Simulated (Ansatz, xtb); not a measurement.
**Isomers of CAlBCl2 in order of energy**

3 gas-phase structures of CAlBCl2, found in a search over its isomers (lower ones may exist). Each was relaxed with GFN2-xTB:

A. a singlet given by its coordinates
B. a singlet given by its coordinates
C. `B#[C][Al]([Cl])[Cl]`, a singlet

A (Å):

```xyz
5

C    -1.4288    0.3601   -0.4492
Al   -2.3436   -1.0721   -1.1378
B    -1.4433    1.0575    0.7318
Cl   -1.0876    2.1703    1.9265
Cl   -3.2751   -2.6380   -2.0192
```

Close contacts (Å): C1–Al2 1.83, C1–B3 1.37, Al2–Cl5 2.02, B3–Cl4 1.67.

B (Å):

```yaml
atoms:
  - { symbol: C, position_ang: [-2.0633, 0.0971, 0.8439] }
  - { symbol: Al, position_ang: [-0.3388, 0.7134, 0.0965] }
  - { symbol: B, position_ang: [-1.4046, -0.9753, 1.2771] }
  - { symbol: Cl, position_ang: [0.8271, 2.0439, 1.1051] }
  - { symbol: Cl, position_ang: [0.1266, 0.4037, -1.8619] }
```

Close contacts (Å): C1–Al2 1.98, C1–B3 1.33, Al2–B3 2.32, Al2–Cl4 2.04, Al2–Cl5 2.04.

Task: Estimate their order in r2SCAN-D4/def2-SVP energy at these geometries, lowest first.

Result: Calculated order at r2SCAN-D4/def2-SVP: A (0.000), B (2.372), C (2.985) eV.

Energies above the lowest of each column, in eV:

| structure | GFN2-xTB | HF/STO-3G | r2SCAN-D4/def2-SVP |
| --- | --- | --- | --- |
| A | 0.000 | 0.000 | 0.000 |
| B | 0.731 | 1.276 | 2.372 |
| C | 0.674 | 1.666 | 2.985 |

Every level run on A puts it lowest or level with the lowest. Some further structures that were screened fall inside this span and aren't listed. No reliable frequencies are at hand for these structures. At the geometry of B a triplet lies below the singlet.

Programs: Ansatz 0.2.0, xtb 6.7.1.
